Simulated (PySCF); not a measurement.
C3H9BFN, SMILES CCNB(C)F.

Geometry: ωB97X-D3(BJ)/def2-SVP. The structure was generated by enumeration, and PubChem lists no compound with its InChIKey, so it may never have been made. One conformer was computed; it need not be the lowest.

Two levels are set side by side: TDA-PBE/def2-SVPD (PySCF) and TDA-B3LYP/def2-SVPD (PySCF). Vertical, same geometry. The lowest singlet is HOMO→LUMO 99 % with PBE and HOMO→LUMO 97 % with the other functional; states are paired by order. Differences are taken from unrounded values.

| quantity | TDA-B3LYP | TDA-PBE | TDA-PBE minus TDA-B3LYP |
|---|---|---|---|
| lowest singlet excitation (eV) | 6.57 | 6.05 | -0.51 |
| lowest triplet excitation (TDA) (eV) | 6.33 | 5.89 | -0.44 |
| first bright state (f over 0.05) (eV) | 7.46 | 7.62 | 0.17 |
| its oscillator strength | 0.08 | 0.24 | 0.15 |

Functionals without exact exchange tend to place singlet excitations lower, as here. Differences between two approximate levels are no errors against the true value.

Rough cost on one machine, each run with all the roots and properties that it gave: TDA-B3LYP against TDA-PBE within a factor of 2.
